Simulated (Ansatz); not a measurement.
Cartesian coordinates (Å):
```xyz
15

O      0.3518    -0.4768    -2.1064
Si     0.1032    -0.1280    -0.4959
Si     0.2894     2.1700    -0.0473
Si     1.7426    -1.2733     0.7162
Si    -2.0155    -0.8204     0.2450
H     -0.2500    -0.0737    -2.7349
H     -0.6980     2.9420    -0.8542
H      1.6508     2.6808    -0.3646
H      0.0090     2.4114     1.3946
H      1.6334    -2.7432     0.5159
H      1.5322    -0.9699     2.1588
H      3.1085    -0.8298     0.3286
H     -2.1843    -0.4347     1.6729
H     -2.1836    -2.2941     0.1218
H     -3.0894    -0.1604    -0.5505
```
Charge 0, spin multiplicity 1.

Method: Ansatz (a first-principles code) with frozen-core CCSD(T)/cc-pVTZ // PBE0-D3(BJ)/def2-TZVP.

```yaml
HF energy: -1236.52974 Ha
MP2 correlation energy: -0.74779 Ha
```

Q: Estimate the CCSD correlation energy, the (T) correction, the total energy and the T1 diagnostic.

A: 
```
Property                          Value
-----------------------  --------------
CCSD correlation energy     -0.83094 Ha
(T) correction              -0.03021 Ha
CCSD(T) total energy     -1237.39089 Ha
T1 diagnostic                     0.014
```
